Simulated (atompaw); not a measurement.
# copper: one change to a PAW (atompaw) potential, before and after

* Element: Cu
* Generator: atompaw 4.2.0.5
* Type: PAW
* Functional: PBE
* Relativity: scalar-relativistic
* Frozen core: [Ne] 3s2
* Valence charge: 17
* Reference configuration: 3p6 3d10 4s0 4p1
* Partial waves: 4s (bound, empty): rc 1.95 bohr; 4s channel at 3.55 Ry: rc 1.95 bohr; 3p (bound): rc 1.20 bohr; 4p (bound): rc 1.95 bohr; 3d (bound): rc 1.10 bohr; 3d channel at 0.4 Ry: rc 1.10 bohr
* Local potential: bessel scheme, radius 1.45 bohr
* Core correction: smooth core density matched at 1.35 bohr
* Augmentation charge: sinc compensation charge, radius 1.80 bohr; PAW radius 1.95 bohr; waves and projectors: custom polynom gramschmidtortho

All-electron outer shells of the reference configuration (PBE, scalar-relativistic, ld1.x):

| shell | level (eV) | outermost node (bohr) | outermost maximum (bohr) |
| --- | --- | --- | --- |
| 2p | -918.96 | – | 0.16 |
| 3s | -116.83 | 0.29 | 0.61 |
| 3p | -74.29 | 0.26 | 0.62 |
| 3d | -7.15 | – | 0.60 |
| 4s | -6.07 | 0.89 | 2.21 |
| 4p | -1.71 | 0.97 | 3.35 |

Change: all radii scaled by about 1.09 (s 2.12, p 1.30, d 1.20 bohr); local potential bessel scheme, radius 1.58 bohr; augmentation sinc compensation charge, radius 1.96 bohr; PAW radius 2.12 bohr; waves and projectors: custom polynom gramschmidtortho; core correction smooth core density matched at 1.46 bohr.

Cutoffs: the cutoffs (Ry, on a coarse ladder) from which the occupation-weighted sum of valence levels, in a spherical-Bessel basis at the reference potential, stays within 10 and 1 mRy of its value at 400 Ry; they do not see the model core or the augmentation charge, which bear on the density cutoff.

Task: What does the change do?

Result: The potential gets softer (140 Ry and 230 Ry → 110 Ry and 180 Ry); neither file shows a bound ghost. A larger radius leaves more room for a smooth pseudo-wave, so fewer plane waves are needed.

| quantity | base | changed |
| --- | --- | --- |
| cutoff, loose | 140 Ry | 110 Ry |
| cutoff, tight | 230 Ry | 180 Ry |
| loose cutoff by channel (10 mRy a level) | p 50 Ry, d 70 Ry | p 40 Ry, d 60 Ry |
| bound ghosts | none | none |
| lowest overlap eigenvalue by channel | s 0.12, p 0.59, d 0.99 | s 0.09, p 0.63, d 0.99 |

 The cutoffs see the waves, projectors and local potential, not the compensation charge or the core.
